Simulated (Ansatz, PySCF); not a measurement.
Process, species as SMILES: CC[Si](Cl)(Cl)CC + 6 [H][H] (H2) → 4 C (CH4) + 2 Cl (HCl) + [SiH4] (SiH4)
Geometries: B3LYP-D3(BJ)/def2-TZVP minima from Ansatz (a quantum-chemistry and plane-wave program), one conformer each, not searched for the lowest. Frequencies are from Ansatz or PySCF.

Wanted: energy of full hydrogenation (0 K, with B3LYP-D3(BJ) harmonic zero-point energies), in kcal/mol. Correlated levels leave the core frozen unless marked. No spin-orbit coupling. Non-relativistic. CBS marks a two-point X^-3 extrapolation of the correlation energy; Hartree-Fock from the larger set. The bracket is a focal-point correction in the basis named.

```tsv
level	program	energy of full hydrogenation (kcal/mol)
BLYP-D3(BJ)/def2-TZVPD	Ansatz + dftd3	11.2
PBE0/6-31G*	Ansatz	3.8
BHLYP-D4/def2-TZVPD	Ansatz + dftd4	4.4
LC-wPBE-D3(BJ)/def2-TZVPD	Ansatz + dftd3	11.1
wB97M-V/def2-TZVPD	Ansatz	11.1
MP2/6-31G*	Ansatz	25.3
RI-MP2/CBS(cc-pV(T+d)Z,cc-pV(Q+d)Z)	Ansatz	20.1
SCS-MP2/STO-3G	Ansatz	31.7
CCSD(T)/6-31G	Ansatz	6.6
RI-MP2/CBS(aug-cc-pV(T+d)Z,aug-cc-pV(Q+d)Z)+[CCSD(T)-MP2]/aug-cc-pV(T+d)Z	Ansatz	11.4
```
